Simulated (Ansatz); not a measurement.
**Worked example: Si(CH3)(SiH3)F2 + Ge(CH3)F3 → Si(SiH3)F3 + Ge(CH3)2F2**

Species: Si(CH3)(SiH3)F2, singlet; Ge(CH3)F3, singlet; Si(SiH3)F3, singlet; Ge(CH3)2F2, singlet. The partners trade CH3 for F: Si–CH3 and Ge–F bonds give way to Si–F and Ge–CH3.

Shapes, held fixed at every level: PBE0-D4/def2-TZVP. Programs: Ansatz 0.2.0. The zero-point and thermal change to 298 K, harmonic and unscaled (PBE0-D4/def2-TZVP), is +1.2 kJ/mol.

At CCSD(T)/def2-TZVPP; 1 Eh = 2625.50 kJ/mol:

| species | energy (Eh) |
| --- | --- |
| Si(CH3)(SiH3)F2 | -819.379671 |
| Ge(CH3)F3 | -2414.814161 |
| Si(SiH3)F3 | -879.344044 |
| Ge(CH3)2F2 | -2354.879664 |

Problem. Work out ΔH(298 K) of the reaction at this level.

Solution. 
1. Products less reactants: (-879.344044) + (-2354.879664) − [(-819.379671) + (-2414.814161)] = -0.029876 Eh = -78.4 kJ/mol.
2. With the thermal change: -78.4 + (+1.2) = -77.2 kJ/mol.

Other levels give -77.4 (BHLYP-D4/def2-TZVPP) to -57.5 kJ/mol (CCSD/def2-SVP). No measured value is set beside it here. Relativity is left out for Ge. Outer-core shells of Ge are correlated in most correlated rows, in sets that cover them unevenly.
